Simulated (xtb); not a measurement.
NbOCl3, SMILES [O]=[Nb]([Cl])([Cl])[Cl], multiplicity 1. All values are semi-empirical tight-binding results from xtb (GFN2-xTB unless named), good for trends rather than for accurate numbers. Geometry optimised at GFN2-xTB. The spin state was assumed, not searched. The isomer is the one that the SMILES or the coordinates give; other isomers of the formula were not compared.

Optimised geometry:

Bonded distances (Å): Nb1–O2 1.678, Nb1–Cl3 2.197, Nb1–Cl4 2.197, Nb1–Cl5 2.197. Bond angles (°): O2–Nb1–Cl3 112.3, O2–Nb1–Cl4 112.3, O2–Nb1–Cl5 112.3, Cl3–Nb1–Cl4 106.5, Cl3–Nb1–Cl5 106.5, Cl4–Nb1–Cl5 106.5.

For metal compounds this method's bond lengths and energies can be far off.

| Property | Result |
|---|---|
| point group as xtb finds it | C3v |
| orbital gap | 3.52 eV |
| zero-point energy | 3.6 kcal/mol |
| G − E(el) at 298.15 K (modified RRHO) | -17.2 kcal/mol |

Computed atomic charges and the Wiberg bond orders between heavy atoms:
charges (e) Nb1 0.35, O2 -0.29, Cl3 -0.02, Cl4 -0.02, Cl5 -0.02. Bond orders Nb1–O2 2.29, Nb1–Cl3 1.41, Nb1–Cl4 1.41, Nb1–Cl5 1.41.
